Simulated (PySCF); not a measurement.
# Working with the constants of RbH⁺

UHF-CCSD(T) constants of RbH⁺, ²Σ⁺ (doublet), unpaired electrons σ ↑ (basis Rb x2c-SVPall, H x2c-SVPall; spin-free X2C with a Gaussian nucleus; PySCF 2.14; masses 84.9118 and 1.0078 u):

```
ωe            : 122.0 cm⁻¹
ωexe          : 23.1 cm⁻¹
Be            : 1.2346 cm⁻¹
αe            : 0.228 cm⁻¹
De to Rb⁺ + H : 0.018 eV
```

Task: What force constant and bond length do these constants imply?

Result: Reduced mass μred = 0.99600 u; k = 5.8918×10⁻⁷·μred·ωe² (u, cm⁻¹, mdyn/Å) = 0.00873 mdyn/Å; Re = √(16.8576/(μred·Be)) (u, cm⁻¹, Å) = 3.703 Å.

Task: Estimate the centrifugal constant D from the Kratzer relation and find the Dunham coefficient a1.

Result: D = 4Be³/ωe² = 0.000506 cm⁻¹; a1 = −1 − αeωe/(6Be²) = -4.04.

Correlated steps freeze 9 core orbitals. The bond is weak. Basis-set superposition, not corrected here, can be much of De in a small basis, most of all at correlated wavefunction levels. Spin–orbit coupling is left out. For an ion De counts to the pair picked by the measured ionisation energies or electron affinities, which need not be the lowest pair at this level. The state was picked by a PBE0 search and need not be the measured ground state.
